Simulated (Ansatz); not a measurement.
Ansatz (a quantum-chemistry and plane-wave program) input (PBE/6-311+G**): The .json file is the Basis Set Exchange's 6-311+G**.

Ansatz 0.2 input:
```yaml
crystal:
  periodic: [false, false, false]
  atoms:
    - {symbol: S, position_ang: [1.88724500, 0.07423600, -0.95279800]}
    - {symbol: Si, position_ang: [-0.00395900, 0.00353300, 0.00235500]}
    - {symbol: S, position_ang: [-1.18920400, -1.47986600, -0.94769300]}
    - {symbol: Cl, position_ang: [0.12018700, -0.41071100, 2.01245200]}
    - {symbol: Cl, position_ang: [-0.77769800, 1.89262800, -0.18801100]}
    - {symbol: H, position_ang: [2.16410500, -1.21477200, -0.68215800]}
    - {symbol: H, position_ang: [-2.09965500, -1.53717900, 0.04153500]}
basis:
  gaussian:
    orbitals: 6-311+G__.json
hamiltonian:
  xc: {name: PBE}
output: {forces: true}
```

Output:

```
Functional definition: PBE
integrals: 0.14 GiB planned
1392 factors; their error is unknown
mean field: 0.63 GiB planned
mean field evaluation 1: about -54606.8657 eV, gradient 2.5e1 eV
mean field evaluation 2: about -54606.6541 eV, gradient 2.9e1 eV
mean field evaluation 4: about -54608.5097 eV, gradient 1.8e0 eV
mean field evaluation 8: about -54608.5201 eV, gradient 3.9e-2 eV
mean field evaluation 16: about -54608.4989 eV, gradient 4.3e-5 eV
mean field -54608.49886908 eV, -2006.8253184688 hartree, gradient 4.3e-5 eV, S^2 0.000000; 0 other end points of the search recorded, 0 dependent functions left out
the calculation of the forces begins
reference -54608.49897392 eV, -2006.8253223216 hartree; 41, 41 occupied and 126, 126 virtual orbitals, 1392 factors
Total energy: -54608.49897392 eV, -2006.8253223216 hartree
Atom 0 at     1.887245     0.074236    -0.952798 Å, force     0.197370     0.387571    -0.206745 eV/Å
Atom 1 at    -0.003959     0.003533     0.002355 Å, force     0.024400    -0.021000    -0.079427 eV/Å
Atom 2 at    -1.189204    -1.479866    -0.947693 Å, force     0.077833    -0.199068    -0.419428 eV/Å
Atom 3 at     0.120187    -0.410711     2.012452 Å, force     0.014556    -0.061673     0.357125 eV/Å
Atom 4 at    -0.777698     1.892628    -0.188011 Å, force    -0.124682     0.294969    -0.015434 eV/Å
Atom 5 at     2.164105    -1.214772    -0.682158 Å, force     0.082903    -0.374646     0.075836 eV/Å
Atom 6 at    -2.099655    -1.537179     0.041535 Å, force    -0.272380    -0.026153     0.288073 eV/Å
Dipole moment:    -0.036238    -0.310593     0.034410 e Å
```

The geometry given is a B3LYP-D3(BJ)/def2-TZVP minimum.
